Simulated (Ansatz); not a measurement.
Coupled-cluster diagnostics for SiH2Me(NCO) (C2H5NOSi), Ansatz.

Geometry of the singlet (PBE-D4/def2-SVP):

```xyz
10

Si    0.572   -0.495   -0.325
H     0.827   -0.677   -1.795
H     1.617   -1.247    0.451
C    -1.155   -1.072    0.136
H    -1.274   -2.150   -0.099
H    -1.924   -0.507   -0.428
H    -1.343   -0.931    1.219
N     0.745    1.193    0.043
C     0.896    2.368    0.281
O     1.038    3.519    0.516
```

Correlated methods freeze 9 core orbitals.

Q: Estimate the CCSD(T) correlation energy, the shares of MP2 and (T), T1 and the reference's ⟨S²⟩ for: charge 0, singlet, own geometry in def2-TZVPP; and the rough time on 4 threads of Intel Xeon on a shared host.

A: 
```tsv
state	basis	correlation (eV)	MP2 share (%)	(T) share (%)	T1	⟨S²⟩ (pure)	wall time
charge 0, singlet, own geometry	def2-TZVPP	-25.445	93.0	4.4	0.015	0.00 (0.00)	5.2 min
```
Customary marks for T1 are 0.02 (closed shells), 0.045 (open shells) and about 0.05 (3d metals). T1 stays under 0.02 throughout.
